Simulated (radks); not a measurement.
Zr I, configuration [Kr] 4d2 5s2. Calculated with a radial shooting solver on a logarithmic mesh with Libxc functionals: Dirac Kohn-Sham, PBE, spin-unpolarised, spherical densities, finite nucleus; open shells are shared between the two j in proportion to 2j + 1; Fermi nuclear charge, rms radius 4.2694 fm.

Unscreened Slater integrals over Kohn-Sham orbitals (hartree). Large and small components are both included.

F0(4d5/2,4d5/2): 0.39887
F2(4d5/2,4d5/2): 0.19042
F4(4d5/2,4d5/2): 0.12123
F0(4d5/2,4d3/2): 0.40133
F2(4d5/2,4d3/2): 0.19170
G2(4d5/2,4d3/2): 0.19166
G4(4d5/2,4d3/2): 0.12206
F0(4d5/2,5s1/2): 0.28392
G2(4d5/2,5s1/2): 0.077142
F0(4d5/2,4p3/2): 0.48630
F2(4d5/2,4p3/2): 0.21827
G1(4d5/2,4p3/2): 0.26065
G3(4d5/2,4p3/2): 0.15674
F0(4d3/2,4d3/2): 0.40383
F2(4d3/2,4d3/2): 0.19303
F0(4d3/2,5s1/2): 0.28473
G2(4d3/2,5s1/2): 0.075806
F0(4d3/2,4p3/2): 0.49050
F2(4d3/2,4p3/2): 0.22151
G1(4d3/2,4p3/2): 0.26568
G3(4d3/2,4p3/2): 0.15980
F0(5s1/2,5s1/2): 0.24215
F0(5s1/2,4p3/2): 0.30718
G1(5s1/2,4p3/2): 0.020058
F0(4p3/2,4p3/2): 0.65366
F2(4p3/2,4p3/2): 0.34314
